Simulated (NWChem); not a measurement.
C₃H₃BF₂; SMILES CC#CB(F)F

```xyz
9

C      0.0005     3.0053     0.0006
C      0.0009     1.5561     0.0018
C     -0.0003     0.3379    -0.0010
B      0.0000    -1.1811    -0.0004
F      1.1251    -1.8708     0.0004
F     -1.1245    -1.8717     0.0004
H     -0.7335     3.3990     0.7208
H     -0.2702     3.3870    -0.9963
H      0.9919     3.4058     0.2620
```
Atoms are numbered in this order, from 1.

All runs: NWChem. Coordinates come from a PBE0/def2-SVP optimisation.

Problem. Estimate the computed values for PBE0/def2-TZVP. Quantities: highest occupied level (eV); orbital gap (eV); dipole (D).

Solution. 
```
Quantity                     Result
---------------------------  ------
highest occupied level (eV)   -8.17
orbital gap (eV)               7.06
dipole (D)                     3.25
```
